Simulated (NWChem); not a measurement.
System: C2H7FSi2; SMILES F[C@H]1C[SiH2][SiH2]1

Parts of the log:

```
             Northwest Computational Chemistry Package (NWChem) 7.3.0
             --------------------------------------------------------

 C1  symmetry detected

                             Geometry "geometry" -> ""
                             -------------------------

 Output coordinates in angstroms (scale by  1.889725989 to convert to a.u.)

  No.       Tag          Charge          X              Y              Z
 ---- ---------------- ---------- -------------- -------------- --------------
    1 F                    9.0000     0.44348551     1.95814274     0.54994779
    2 C                    6.0000     0.20053905     1.05588721    -0.48364282
    3 C                    6.0000     1.30488049    -0.02107323    -0.49756223
    4 Si                  14.0000     0.37457961    -1.52286326     0.27230624
    5 Si                  14.0000    -1.37284223    -0.01364602    -0.06250489
    6 H                    1.0000     0.19151366     1.66914640    -1.39011136
    7 H                    1.0000     1.63215306    -0.20742583    -1.52004143
    8 H                    1.0000     2.17852396     0.32684185     0.05193298
    9 H                    1.0000     0.82929642    -1.84415725     1.62921823
   10 H                    1.0000     0.51452483    -2.74387107    -0.53101927
   11 H                    1.0000    -2.23848182    -0.13384293    -1.24267114
   12 H                    1.0000    -2.15574024     0.61227013     1.00317334

 Effective nuclear repulsion energy (a.u.)     290.5056394891

                                Z-matrix (autoz)
                                --------

 Units are Angstrom for bonds and degrees for angles

      Type          Name      I     J     K     L     M      Value
      ----------- --------  ----- ----- ----- ----- ----- ----------
    1 Stretch                  1     2                       1.39334
    2 Stretch                  2     3                       1.54260
    3 Stretch                  2     5                       1.94853
    4 Stretch                  2     6                       1.09446
    5 Stretch                  3     4                       1.92705
    6 Stretch                  3     7                       1.08963
    7 Stretch                  3     8                       1.08915
    8 Stretch                  4     5                       2.33309
    9 Stretch                  4     9                       1.46670
   10 Stretch                  4    10                       1.46826
   11 Stretch                  5    11                       1.46853
   12 Stretch                  5    12                       1.46300
   13 Bend                     1     2     3               109.50883
   14 Bend                     1     2     5               109.62719
   15 Bend                     1     2     6               104.65426
   16 Bend                     2     3     4               101.23711
   17 Bend                     2     3     7               110.05290
   18 Bend                     2     3     8               110.28432
   19 Bend                     2     5     4                77.36774
   20 Bend                     2     5    11               110.31655
   21 Bend                     2     5    12               110.77529
   22 Bend                     3     2     5               101.35038
   23 Bend                     3     2     6               112.93095
   24 Bend                     3     4     5                78.47004
   25 Bend                     3     4     9               112.99497
   26 Bend                     3     4    10               112.55007
   27 Bend                     4     3     7               112.74310
   28 Bend                     4     3     8               115.76135
   29 Bend                     4     5    11               120.25643
   30 Bend                     4     5    12               124.96105
   31 Bend                     5     2     6               118.67927
   32 Bend                     5     4     9               120.44221
   33 Bend                     5     4    10               122.06053
   34 Bend                     7     3     8               106.68648
   35 Bend                     9     4    10               107.12480
   36 Bend                    11     5    12               107.75604
   37 Torsion                  1     2     3     4         104.23819
   38 Torsion                  1     2     3     7        -136.28217
   39 Torsion                  1     2     3     8         -18.84443
   40 Torsion                  1     2     5     4        -106.12696
   41 Torsion                  1     2     5    11         135.99129
   42 Torsion                  1     2     5    12          16.76444
   43 Torsion                  2     3     4     5           9.60807
   44 Torsion                  2     3     4     9        -108.76236
   45 Torsion                  2     3     4    10         129.73306
   46 Torsion                  2     5     4     3          -7.63244
   47 Torsion                  2     5     4     9         102.40062
   48 Torsion                  2     5     4    10        -117.14729
   49 Torsion                  3     2     5     4           9.54452
   50 Torsion                  3     2     5    11        -108.33722
   51 Torsion                  3     2     5    12         132.43592
   52 Torsion                  3     4     5    11          98.69929
   53 Torsion                  3     4     5    12        -114.30143
   54 Torsion                  4     3     2     5         -11.52066
   55 Torsion                  4     3     2     6        -139.57442
   56 Torsion                  4     5     2     6         133.79195
   57 Torsion                  5     2     3     7         107.95898
   58 Torsion                  5     2     3     8        -134.60327
   59 Torsion                  5     4     3     7        -107.93061
   60 Torsion                  5     4     3     8         128.83964
   61 Torsion                  6     2     3     7         -20.09478
   62 Torsion                  6     2     3     8          97.34296
   63 Torsion                  6     2     5    11          15.91020
   64 Torsion                  6     2     5    12        -103.31665
   65 Torsion                  7     3     4     9         133.69897
   66 Torsion                  7     3     4    10          12.19439
   67 Torsion                  8     3     4     9          10.46921
   68 Torsion                  8     3     4    10        -111.03536
   69 Torsion                  9     4     5    11        -151.26765
   70 Torsion                  9     4     5    12          -4.26836
   71 Torsion                 10     4     5    11         -10.81556
   72 Torsion                 10     4     5    12         136.18373

  pbe96 is a nonlocal functional; adding pw91lda local functional.

                           NWChem Geometry Optimization
                           ----------------------------

 maximum gradient threshold         (gmax) =   0.000450
 rms gradient threshold             (grms) =   0.000300
 maximum cartesian step threshold   (xmax) =   0.001800
 rms cartesian step threshold       (xrms) =   0.001200
 fixed trust radius                (trust) =   0.300000
 source of zmatrix                         =   autoz

          -------------------
          Energy Minimization
          -------------------

 Using diagonal initial Hessian
 Scaling for Hessian diagonals: bonds = 1.00  angles = 0.25  torsions = 0.10

          --------
          Step   0

                                 NWChem DFT Module
                                 -----------------

 Summary of "ao basis" -> "ao basis" (spherical)
 ------------------------------------------------------------------------------
       Tag                 Description            Shells   Functions and Types
 ---------------- ------------------------------  ------  ---------------------
 F                          def2-svp                 6       14   3s2p1d
 C                          def2-svp                 6       14   3s2p1d
 Si                         def2-svp                 8       18   4s3p1d
 H                          def2-svp                 3        5   2s1p

            General Information
            -------------------
          SCF calculation type: DFT
          Wavefunction type:  closed shell.
          No. of atoms     :    12
          No. of electrons :    56
           Alpha electrons :    28
            Beta electrons :    28
          Charge           :     0
          Spin multiplicity:     1
          Use of symmetry is: off; symmetry adaption is: off
          Maximum number of iterations: 150
          AO basis - number of functions:   113
                     number of shells:    55
          Convergence on energy requested:  1.00D-06
          Convergence on density requested:  1.00D-05
          Convergence on gradient requested:  5.00D-04

              XC Information
              --------------
          PerdewBurkeErnzerhof Exchange Functional  1.000
            Perdew 1991 LDA Correlation Functional  1.000 local
           PerdewBurkeErnz. Correlation Functional  1.000 non-local

             Grid Information
             ----------------
          Grid used for XC integration:  medium
          Radial quadrature: Mura-Knowles
          Angular quadrature: Lebedev.
          Tag              B.-S. Rad. Rad. Pts. Rad. Cut. Ang. Pts.
          ---              ---------- --------- --------- ---------
          F                   0.50       49          12.0       434
          C                   0.70       49          10.0       434
          Si                  1.10       88          10.0       590
          H                   0.35       45          12.0       434
          Grid pruning is: on
          Number of quadrature shells:   638
          Spatial weights used:  Erf1

           DFT-D3BJ Model
          s6 scale factor  :        1.000000000000
          s8 scale factor  :        0.787500000000
          a1 parameter     :        0.428900000000
          a2 parameter     :        4.440700000000
              vdW contrib  :       -0.010661370809

      Superposition of Atomic Density Guess
      -------------------------------------

 Sum of atomic energies:        -755.51417415

      Non-variational initial energy
      ------------------------------

 Total energy =    -757.854439
 1-e energy   =   -1622.807328
 2-e energy   =     574.447250
 HOMO         =      -0.285018
 LUMO         =       0.027964

[...]

      ----------------------
      Optimization converged
      ----------------------

  Step       Energy      Delta E   Gmax     Grms     Xrms     Xmax
  ---- ---------------- -------- -------- -------- -------- --------
@   17    -758.39800521 -5.0D-07  0.00009  0.00002  0.00035  0.00082
                                     ok       ok       ok       ok

                                Z-matrix (autoz)
                                --------

 Units are Angstrom for bonds and degrees for angles

[...]

 Rotational Constants
 --------------------
 A=   0.123604 cm-1  (  0.177834 K)
 B=   0.097868 cm-1  (  0.140807 K)
 C=   0.071506 cm-1  (  0.102878 K)

 Temperature                      =   298.15K
 frequency scaling parameter      =   1.0000

 Zero-Point correction to Energy  =   48.946 kcal/mol  (  0.078000 au)
 Thermal correction to Energy     =   53.264 kcal/mol  (  0.084882 au)
 Thermal correction to Enthalpy   =   53.856 kcal/mol  (  0.085826 au)

 Total Entropy                    =   80.384 cal/mol-K
   - Translational                =   39.874 cal/mol-K (mol. weight = 106.0070)
   - Rotational                   =   27.013 cal/mol-K (symmetry #  =        1)
   - Vibrational                  =   13.497 cal/mol-K

 Cv (constant volume heat capacity) =   26.444 cal/mol-K
   - Translational                  =    2.979 cal/mol-K
   - Rotational                     =    2.979 cal/mol-K
   - Vibrational                    =   20.485 cal/mol-K

[normal modes left out]

 ----------------------------------------------------------------------------
 Normal Eigenvalue ||           Projected Infra Red Intensities
  Mode   [cm**-1]  || [atomic units] [(debye/angs)**2] [(KM/mol)] [arbitrary]
 ------ ---------- || -------------- ----------------- ---------- -----------
    1       -0.000 ||    0.000021           0.000         0.021       0.008
    2       -0.000 ||    0.000060           0.001         0.058       0.022
    3        0.000 ||    0.000316           0.007         0.308       0.116
    4        0.000 ||    0.000010           0.000         0.009       0.004
    5        0.000 ||    0.000365           0.008         0.355       0.134
    6        0.000 ||    0.000380           0.009         0.370       0.140
    7      120.643 ||    0.001445           0.033         1.408       0.531
    8      205.155 ||    0.002525           0.058         2.461       0.929
    9      305.753 ||    0.002406           0.055         2.345       0.885
   10      344.526 ||    0.011761           0.271        11.465       4.325
   11      413.840 ||    0.000038           0.001         0.037       0.014
   12      440.853 ||    0.000183           0.004         0.178       0.067
   13      477.737 ||    0.000762           0.018         0.743       0.280
   14      561.632 ||    0.007668           0.177         7.475       2.820
   15      608.887 ||    0.002840           0.066         2.769       1.044
   16      619.420 ||    0.052542           1.212        51.221      19.322
   17      644.370 ||    0.003673           0.085         3.581       1.351
   18      710.635 ||    0.096866           2.235        94.430      35.622
   19      742.733 ||    0.060154           1.388        58.641      22.121
   20      781.055 ||    0.021219           0.490        20.685       7.803
   21      890.327 ||    0.070079           1.617        68.316      25.771
   22      897.831 ||    0.045865           1.058        44.712      16.867
   23      907.063 ||    0.081351           1.877        79.305      29.917
   24      955.661 ||    0.043998           1.015        42.892      16.180
   25     1069.828 ||    0.016398           0.378        15.986       6.030
   26     1107.655 ||    0.006872           0.159         6.699       2.527
   27     1167.313 ||    0.009963           0.230         9.712       3.664
   28     1269.660 ||    0.009691           0.224         9.447       3.564
   29     1342.009 ||    0.012134           0.280        11.829       4.462
   30     2141.518 ||    0.091572           2.113        89.268      33.675
   31     2156.844 ||    0.102830           2.372       100.244      37.815
   32     2173.476 ||    0.039917           0.921        38.913      14.679
   33     2180.218 ||    0.135862           3.134       132.445      49.963
   34     2978.881 ||    0.008831           0.204         8.608       3.247
   35     2990.479 ||    0.033957           0.783        33.103      12.488
   36     3048.335 ||    0.004383           0.101         4.273       1.612
 ----------------------------------------------------------------------------
```

Level: PBE-D3(BJ)/def2-SVP. 

Question: Which NWChem input produces such a log?

Answer: One answer among several that fit: the input that was run:
```
start job
memory heap 200 mb stack 900 mb global 1100 mb
geometry units angstroms
  F     -1.333387     1.322818     0.796089
  C     -0.702629     0.846740    -0.351470
  C      0.811906     1.124965    -0.259916
  Si     1.491462    -0.629406     0.157117
  Si    -0.735063    -1.101520    -0.355731
  H     -1.185480     1.381894    -1.175071
  H      1.180431     1.503932    -1.212739
  H      1.009689     1.897805     0.481598
  H      1.976490    -0.742968     1.536631
  H      2.595874    -1.029495    -0.723780
  H     -1.097380    -1.602529    -1.687755
  H     -1.725594    -1.606115     0.595375
end
basis spherical
  * library def2-svp
end
dft
  xc xpbe96 cpbe96
  disp vdw 4
  iterations 150
end
driver
  maxiter 120
end
task dft optimize
task dft freq
```
